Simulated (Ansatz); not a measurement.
`C[NH][GaH][CH3]` + H₂S → `[CH3][GaH][SH]` + CH₃NH₂ at 400 K and 1 bar (ligand exchange at a Ga–N bond).

Program: Ansatz. Geometries: PBE0-D4/def2-TZVP. ΔE: electronic, gas phase. CBS: MP2 limit from def2 TZ/QZ plus the TZ coupled-cluster correction, frozen cores. This one scheme is used for every species. For Ga outer-core shells are correlated without core-valence functions, which leaves a few kJ/mol of doubt a bond. Scalar relativity is left out up to krypton. Each species was taken in one conformer, which may not be the lowest.

```json
{"species": "`C[NH][GaH][CH3]`", "CCSD(T)/CBS energy (Eh)": "-2059.57505", "H − E (kJ/mol)": "287.8", "S (J/(mol·K))": "395.7"}
{"species": "H₂S", "CCSD(T)/CBS energy (Eh)": "-398.97279", "H − E (kJ/mol)": "53.4", "S (J/(mol·K))": "215.9"}
{"species": "`[CH3][GaH][SH]`", "CCSD(T)/CBS energy (Eh)": "-2362.81343", "H − E (kJ/mol)": "164.6", "S (J/(mol·K))": "362.5"}
{"species": "CH₃NH₂", "CCSD(T)/CBS energy (Eh)": "-95.75281", "H − E (kJ/mol)": "185.4", "S (J/(mol·K))": "256.0"}
```

H − E and S are ideal-gas, rigid-rotor, harmonic terms from PBE0-D4/def2-TZVP, for one conformer and one mirror image of each species. 1 Eh = 2625.50 kJ/mol, R = 8.31446 J/(mol·K).

Question: By hand: ΔE, ΔH, ΔS and ΔG.

Answer: ΔE = (-2362.81343) + (-95.75281) − (-2059.57505) − (-398.97279) = -0.01840 Eh = -48.3 kJ/mol. Δ(H − E) = 164.6 + 185.4 − 287.8 − 53.4 = 8.8, so ΔH = -39.5 kJ/mol. ΔS = 362.5 + 256.0 − 395.7 − 215.9 = 6.9 J/(mol·K). ΔG = -39.5 − 400 × (6.9)/1000 = -42.3 kJ/mol.

Question: By hand: the equilibrium constant, and the temperature at which ΔG would vanish if ΔH and ΔS stayed fixed.

Answer: log₁₀ K = −ΔG/(RT ln 10) = 5.5. ΔH and −TΔS have one sign here, so there is no such temperature.

The number of gas molecules stays the same, so ΔS is small and ΔH decides. A doubt of 5 kJ/mol in ΔE shifts log₁₀ K by 0.7 here. Other conformers and mirror images would add mixing entropy, several J/(mol·K) or more a flexible species. Modes under 60 cm⁻¹, often nearly free rotors, make the harmonic entropy too high. These are equilibria of isolated gas molecules and say nothing of rates. Largest T1 diagnostic: 0.013 (customary marks: 0.02 for closed shells, 0.045 for open ones).

ΔS is within the doubt of such terms, so its sign, and with it that verdict, could turn.
